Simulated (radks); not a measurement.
Q: Species: the osmium ion Os2+. Configuration: [Xe] 4f14 5d6 (the NIST ground configuration). All-electron calculation, Dirac Kohn-Sham, PBE, spin-unpolarised, spherical densities, finite nucleus; open shells are shared between the two j in proportion to 2j + 1; Fermi nuclear charge, rms radius 5.4126 fm. Program: a radial shooting solver on a logarithmic mesh with Libxc functionals.

Spin-orbit splittings of the eigenvalues, e(l+1/2) - e(l-1/2), with zeta = 2 splitting/(2l+1) and mean radii in bohr:

shell  occ.  splitting (eV)  zeta (eV)  <r> j=l-1/2  <r> j=l+1/2
2p        6            1531       1021      0.06130      0.06950
3p        6           333.9      222.6       0.1835       0.1986
3d       10           72.33      28.93       0.1734       0.1781
4p        6           78.42      52.28       0.4357       0.4692
4d       10               ?          ?       0.4824       0.4938
4f       14           2.805     0.8016       0.5525       0.5607
5p        6           12.22      8.144        1.100        1.199
5d        6           1.144     0.4575        1.666        1.722
6p        0           1.275     0.8503        3.146        3.392

Estimate the 4d splitting.

A: 14.53 eV (zeta = 5.811 eV).
